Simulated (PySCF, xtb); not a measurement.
SbCl2Br, SMILES [Cl][Sb]([Cl])[Br].

xtb with GFN2-xTB at its own geometry gives an orbital gap of 4.27 eV and a dipole moment of 6.12 D.

Geometry optimised at r2SCAN-D4/def2-SVP. The def2 effective core potentials stand for the cores of Sb; spin–orbit coupling is left out.

What does HF/def2-TZVP in PySCF give? (The exact figures need the calculation; the answer reports its results.)

gap 11.66 eV (levels -10.84 and 0.83 eV), dipole 2.89 D.
